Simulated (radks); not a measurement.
Results of a calculation; reference values are marked as such.
Question: Successive ionisation energies (eV) of one element, from differences of total energies of ions in their ground configurations, starting at charge 0: 12.560, 22.767, 33.990, 46.034, 58.748, 88.488, 103.78, 193.03, 228.61, 266.09, 305.38, 346.43, 389.19, 433.61, 479.65, 527.26, 576.40, 721.07, 768.17, 815.98, 864.43, 913.42. Level of theory: Dirac Kohn-Sham, PBE, spin-unpolarised, spherical densities, point nucleus; open shells are shared between the two j in proportion to 2j + 1 (a radial shooting solver on a logarithmic mesh with Libxc functionals). Which element is it?

Answer: Bromine (Z = 35). The first species listed is Br in [Ar] 3d10 4s2 4p5, the last Br21+ in [Ne] 3s2 3p2.
